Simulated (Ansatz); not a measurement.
GeEt(OEt)3 (C₈H₂₀GeO₃). The state is a triplet with charge 0. Geometry PBE-D4/def2-SVP, that of the neutral singlet; atoms count from 1.

```xyz
32

Ge    0.223   -0.873    0.068
C    -0.036   -2.692    0.726
C     0.809   -3.704   -0.056
H    -1.121   -2.915    0.644
H     0.215   -2.688    1.807
H     0.658   -4.735    0.325
H     0.545   -3.698   -1.132
H     1.890   -3.470    0.021
O     1.946   -0.392    0.021
C     2.455    0.721    0.756
C     2.256    2.044    0.029
H     1.992    0.782    1.768
H     3.541    0.525    0.902
H     2.737    2.874    0.587
H     2.702    2.007   -0.986
H     1.176    2.277   -0.065
O    -0.549    0.427    1.057
C    -1.942    0.369    1.351
C    -2.333    1.624    2.114
H    -2.543    0.292    0.413
H    -2.183   -0.536    1.962
H    -3.410    1.607    2.379
H    -1.742    1.710    3.049
H    -2.137    2.529    1.503
O    -0.406   -0.886   -1.613
C    -0.145    0.194   -2.508
C    -1.128    1.345   -2.333
H     0.902    0.559   -2.387
H    -0.223   -0.222   -3.537
H    -0.948    2.137   -3.090
H    -2.172    0.987   -2.449
H    -1.030    1.801   -1.327
```

At PBE0-D4/def2-SVP a singlet of charge 0 lies 6.79 eV below the triplet at the same geometry.

Question: Estimate the Mulliken populations of the heavy atoms from the PBE0/def2-SVP orbitals of Ansatz.

Answer: 
```json
{"atom": "Ge1", "charge (e)": "0.61", "spin (α − β)": "0.58"}
{"atom": "C2", "charge (e)": "-0.16", "spin (α − β)": "0.19"}
{"atom": "C3", "charge (e)": "-0.12", "spin (α − β)": "0.02"}
{"atom": "O9", "charge (e)": "-0.52", "spin (α − β)": "0.12"}
{"atom": "C10", "charge (e)": "0.16", "spin (α − β)": "0.00"}
{"atom": "C11", "charge (e)": "-0.13", "spin (α − β)": "0.01"}
{"atom": "O17", "charge (e)": "-0.30", "spin (α − β)": "0.52"}
{"atom": "C18", "charge (e)": "0.08", "spin (α − β)": "0.04"}
{"atom": "C19", "charge (e)": "-0.10", "spin (α − β)": "-0.01"}
{"atom": "O25", "charge (e)": "-0.49", "spin (α − β)": "0.15"}
{"atom": "C26", "charge (e)": "0.12", "spin (α − β)": "0.02"}
{"atom": "C27", "charge (e)": "-0.12", "spin (α − β)": "0.00"}
```
Mulliken values and Mayer orders depend strongly on the basis.

Question: Where does the spin sit?

Answer: Summed by element: Ge 0.58, C 0.27, H 0.37, O 0.79, of 2 unpaired in all. Largest on single atoms: Ge1 0.58, O17 0.52, C2 0.19.

Question: And the Mayer bond orders between bonded heavy atoms (over 0.3)?

Answer: Ge1–C2 0.58 (1.95 Å); Ge1–O9 0.85 (1.79 Å); Ge1–O17 0.54 (1.81 Å); Ge1–O25 0.88 (1.79 Å); C2–C3 1.06 (1.53 Å); O9–C10 0.96 (1.43 Å); C10–C11 1.08 (1.52 Å); O17–C18 0.94 (1.42 Å); C18–C19 1.09 (1.52 Å); O25–C26 0.96 (1.43 Å); C26–C27 1.08 (1.52 Å).
